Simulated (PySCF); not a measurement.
An equivalent PySCF input for Cl⁺ (chlorine, charge +1), [Ne] 3s2 3p4, high-spin 3P determinant, with the non-relativistic Hamiltonian (point nucleus):

```python
from pyscf import gto, scf, dft, mp, cc
import basis_set_exchange as bse
mol = gto.M(atom="Cl 0 0 0", charge=1, spin=2, symmetry="D2h",
            basis=gto.basis.parse(bse.get_basis("aug-cc-pwCVTZ", elements=["Cl"], fmt="nwchem")))
mf = dft.UKS(mol, xc="TPSSH")
mf.irrep_nelec = {'Ag': (3, 3), 'B1u': (2, 1), 'B2u': (2, 2), 'B3u': (2, 1)}
mf.kernel()
```

It reaches the same state as the run whose output follows, with an energy that differs only through the grid. The run itself started from symmetry-adapted Hartree-Fock orbitals and held the occupation by maximum overlap, on a logarithmic radial grid, so the iterations belong to that start.

```
SCF conv_tol = 1e-09
number electrons alpha = 9  beta = 7
XC functionals = TPSSH
    V. N. Staroverov, G. E. Scuseria, J. Tao, and J. P. Perdew.,  J. Chem. Phys. 119, 12129 (2003)
cycle= 1 E= -459.698593293151  delta_E= -0.00846  |g|= 0.0168  |ddm|= 0.223
cycle= 2 E= -459.69873564997  delta_E= -0.000142  |g|= 0.00436  |ddm|= 0.0248
cycle= 3 E= -459.698743238124  delta_E= -7.59e-06  |g|= 0.00209  |ddm|= 0.00703
cycle= 4 E= -459.698744180874  delta_E= -9.43e-07  |g|= 0.000249  |ddm|= 0.00172
cycle= 5 E= -459.698744199247  delta_E= -1.84e-08  |g|= 1.74e-05  |ddm|= 0.000255
cycle= 6 E= -459.698744199364  delta_E= -1.17e-10  |g|= 1.84e-06  |ddm|= 2.72e-05
converged SCF energy = -459.698744199364  <S^2> = 2.0050815  2S+1 = 3.0033858
```
